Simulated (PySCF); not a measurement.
**B- (boron, charge -1) across methods**

[He] 2s2 2p2, high-spin 3P determinant. Computed with PySCF 2.14 in aug-cc-pCVTZ-DK (7s6p4d2f, 59 functions), with the spin-free X2C one-electron Hamiltonian (Gaussian nucleus).

```tsv
method	E (hartree)	mean ε 2s α (eV)	mean ε 2s β (eV)	mean ε 2p α (eV)	Σ⟨r²⟩ (bohr²)	⟨S²⟩
r2SCAN	-24.6654	-3.763	-1.882	1.727	43.54	2.007
BP86	-24.6830	-3.545	-2.196	1.721	46.43	2.003
PBE	-24.6404	-3.424	-1.987	1.844	46.04	2.003
LDA	-24.3885	-3.442	-2.010	1.775	46.37	2.003
PBE0	-24.6430	-4.746	-2.835	1.204	42.74	2.004
UHF	-24.52769	-8.494	-4.557	-0.768	38.56	2.009
PBEsol	-24.5051	-3.408	-1.960	1.850	46.26	2.003
B97-3	-24.6722	-4.790	-2.840	1.262	42.39	2.007
M06	-24.6593	-4.602	-3.012	1.332	46.19	2.003
```

The highest occupied level is positive at r2SCAN, BP86, PBE, LDA, PBE0, PBEsol, B97-3, M06: only the finite basis holds that electron, which in a density functional comes from self-interaction.
